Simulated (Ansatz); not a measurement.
The cluster Li4S2⁺. Total charge 1; doublet. Geometry PBE0-D4/def2-TZVP, that of the neutral singlet; atoms count from 1.

```xyz
6

Li   -1.354    0.880   -0.139
Li    1.143    0.945   -0.619
Li   -0.142   -2.962   -1.346
Li    0.301    0.046    1.607
S     0.116    2.155    0.933
S    -0.064   -1.065   -0.436
```

The structure comes from a short search, and lower isomers may exist.

Question: Estimate the Mulliken populations from the PBE0/def2-TZVP orbitals of Ansatz.

Answer: 
```tsv
atom	charge (e)	spin (α − β)
Li1	0.73	-0.01
Li2	0.73	-0.01
Li3	0.85	0.01
Li4	0.74	-0.01
S5	-0.72	0.86
S6	-1.33	0.15
```
Mulliken values depend strongly on the basis.

Question: Where does the spin sit?

Answer: Summed by element: Li -0.01, S 1.01, of 1 unpaired in all. Largest on single atoms: S5 0.86, S6 0.15, Li3 0.01.
